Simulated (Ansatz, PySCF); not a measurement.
Molecule: InF$_{2}$, charge 0, multiplicity 2. It need not be the lowest isomer of its formula. 
Geometry from a B3LYP-D3(BJ)/def2-TZVP (Ansatz, a quantum-chemistry and plane-wave program) optimisation:
SMILES: [F][In][F]
```xyz
3

In     0.2297     0.1164     0.0940
F     -0.8133     0.9486    -1.3634
F     -0.4372    -1.5822     0.8518
```
Charge 0, spin multiplicity 2.

Total electronic energies in hartree. Correlated levels leave the core frozen unless marked. UHF or UKS for open shells. Spin-orbit coupling is left out. The frozen core is the preceding noble-gas configuration, with the filled d and f shells of earlier blocks. In def2 rows, elements after Kr have scalar-relativistic effective core potentials. CBS(X,Y): correlation extrapolated as X^-3; Hartree-Fock from the larger set. [CCSD(T)-MP2]/basis is that difference in the basis named.

```tsv
level	program	energy (Eh)
HF/def2-TZVPPD	Ansatz	-388.22498
RI-HF/def2-QZVPP	Ansatz	-388.23477
BLYP-D3(BJ)/def2-TZVPD	Ansatz + dftd3	-389.91392
BP86-D4/def2-TZVPD	PySCF + dftd4	-390.07197
TPSS/def2-TZVPD	PySCF	-389.89138
B3LYP/def2-TZVPD	Ansatz	-390.02249
PBE0-D3(BJ)/def2-TZVP	Ansatz + dftd3	-389.75972
PBE0-D3(BJ)/def2-TZVPD	Ansatz + dftd3	-389.76219
PBE0/def2-TZVP	Ansatz	-389.75883
r2SCANh/def2-TZVPD	Ansatz	-389.91804
HSE06-D3(BJ)/def2-TZVPD	Ansatz + dftd3	-389.75298
CAM-B3LYP-D4/def2-TZVPD	Ansatz + dftd4	-389.89100
LC-wPBE-D4/def2-TZVPD	Ansatz + dftd4	-389.87482
wB97X-V/def2-TZVPD	Ansatz	-389.85981
MP2/CBS(def2-TZVPP,def2-QZVPP)	Ansatz	-388.8944
SCS-MP2/def2-SVP	Ansatz	-388.35826
SCS-MP2/def2-TZVPP	Ansatz	-388.77092
CCSD/def2-SVP	Ansatz	-388.37821
CCSD/def2-TZVPPD	Ansatz	-388.79048
CCSD/CBS(def2-TZVPP,def2-QZVPP)	Ansatz	-388.8811
CCSD(T)/def2-SVP	Ansatz	-388.38533
RI-MP2/CBS(def2-TZVPPD,def2-QZVPPD)+[CCSD(T)-MP2]/def2-TZVPPD	Ansatz	-388.9050
CCSD(T)/CBS(def2-TZVPP,def2-QZVPP)	Ansatz	-388.9052
```

Totals of different functionals don't rank their quality; only differences between species are comparable.
